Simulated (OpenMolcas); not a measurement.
V4+ (d1) among equal point charges was computed by CASSCF with the d shell active (OpenMolcas, ANO-RCC-VDZP on the metal). Its lowest spin-free states, and all those of the highest spin:

```
2S+1  Degeneracy  E (cm-1)
   2           2       0.0
   2           1      8996
   2           2     14235
```

**Question.** Is the site octahedral, tetrahedral or cube-like, axial, or of lower symmetry?

**Answer.** The states with 2S+1 = 2 have orbital degeneracies 2, 1, 2. There are pairs but no triples, so the site is axial: not cubic, but with a proper or improper axis of order three or more. The run had V4+ among 6 point charges of -2 e arranged as a trigonal antiprism (D3d), 1.66 Å from the ion, with a polar angle of 48.2° against the regular 54.74°. The active orbitals were held to one l.

An orbital doublet at a regular site is open to a Jahn-Teller distortion, which this geometry leaves out. This is an electrostatic model: the charges have no orbitals. No measured value stands beside these numbers.
